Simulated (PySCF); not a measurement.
Ionisation energy of N⁺ by level of theory

N⁺ [He] 2s2 2p2 (3P) → N²⁺ [He] 2s2 2p1 (2P), as a difference of total energies. Calculation: PySCF 2.14, in x2c-SVPall (3s2p1d, 14 functions); the spin-free X2C one-electron Hamiltonian (Gaussian nucleus). Correlated levels: valence: 1s2 frozen. The calculations carry no spin-orbit coupling.

| method | ionisation energy (eV) | difference from reference (eV) |
| --- | --- | --- |
| UHF | 29.351 | -0.250 |
| PBE | 30.057 | +0.456 |
| LDA | 30.192 | +0.591 |
| MP2 (valence) | 29.556 | -0.045 |
| SCS-MP2 (valence) | 29.446 | -0.155 |
| CCSD (valence) | 29.349 | -0.252 |
| CCSD(T) (valence) | 29.354 | -0.247 |

Reference: 29.601 eV (semi-empirical (NIST evaluation); NIST Atomic Spectra Database, ionization energies).

Errors of the correlated levels include the incompleteness of this basis and the frozen core.
